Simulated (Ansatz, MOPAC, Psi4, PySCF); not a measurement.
Molecule: C3H6Cl2Si, net charge 0, singlet state. SMILES: ClC1(Cl)C[SiH2]C1
Geometry from a B3LYP-D3(BJ)/def2-TZVP (Ansatz, a first-principles code) optimisation:
```xyz
12

Cl    -0.1948     0.8677    -1.5574
C     -0.3034     0.0455     0.0547
Cl    -2.0123     0.1581     0.6352
C      0.7338     0.6708     1.0076
Si     1.9209    -0.7079     0.4516
C      0.2282    -1.3947    -0.0800
H      0.4251     0.4996     2.0400
H      0.9158     1.7295     0.8566
H      2.6324    -1.4447     1.5202
H      2.8572    -0.3641    -0.6368
H     -0.1892    -2.0098     0.7187
H      0.0354    -1.8672    -1.0371
```

Property: enthalpy of formation at 298 K, in kcal/mol. Terms: non-relativistic; six Cartesian d functions in 6-31G* and its kin unless marked 5d; frozen cores in correlated levels; 6-311+G** with 5d, 6d on Na to Ar in Ansatz; open shells spin-unrestricted; spin-orbit terms left out; dispersion terms only where a functional's name holds one; LANL2DZ with its own core potentials from Na on. CBS marks a two-point X^-3 extrapolation of the correlation energy; Hartree-Fock from the larger set. First-principles rows: single points at B3LYP-D3(BJ) geometries (Ansatz), with unscaled harmonic terms from B3LYP/6-31G* (Ansatz) at its own minima, enthalpies of formation by atomisation with measured atoms. Semi-empirical rows: MOPAC heats of formation at their own minima for 298 K.

Coupled cluster (Ansatz) is a level with limits of its own, used here on species with T1 under 0.025 (0.045 for open shells) and stable references: CCSD(T)/CBS(cc-pV(T+d)Z,cc-pV(Q+d)Z).

Value to compare with, CCSD(T)/CBS(cc-pV(T+d)Z,cc-pV(Q+d)Z) (Ansatz): -5.8 kcal/mol.

```tsv
level	program	enthalpy of formation at 298 K (kcal/mol)	difference
PM3	MOPAC	-15.3	-9.5
MNDO	MOPAC	-27.9	-22.1
PBE/3-21G	Ansatz	2.1	7.9
PBE/6-31G*	Ansatz	-20.2	-14.4
PBE/def2-SVP	Ansatz	-26.5	-20.7
BP86/6-31G* (5d)	PySCF	-23.9	-18.1
B3LYP/6-31G	Ansatz	70.1	75.9
B3LYP/6-31G*	Ansatz	18.5	24.3
B3LYP/def2-SVP	Ansatz	11.3	17.1
M06-2X/6-31G* (5d)	PySCF	-3.1	2.7
wB97X-D/6-31G*	Psi4	-0.2	5.6
wB97X-D/6-311+G**	Psi4	6.0	11.8
MP2/LANL2DZ	Ansatz	181.4	187.2
PBE/def2-TZVPD	Ansatz	-20.8	-15.0
r2SCAN-D4/def2-TZVPD	Ansatz + dftd4	-10.7	-4.9
B3LYP-D3(BJ)/def2-TZVPD	Ansatz + dftd3	-0.5	5.3
```

Among the 13 habitual levels, MP2/LANL2DZ lies farthest from CCSD(T)/CBS(cc-pV(T+d)Z,cc-pV(Q+d)Z) (Ansatz) (187.2 kcal/mol) and M06-2X/6-31G* (5d) nearest (2.7); 8 of 13 lie above it, and their mean absolute difference is 32.1 kcal/mol, the median 17.1. One case shows no general order.

The levels are drawn from those run, B3LYP/6-31G* more often than the rest, none by its result; left out are runs that failed, that the program found above a lower state of the same kind, or whose <S^2> lies over 0.5 above the pure value.
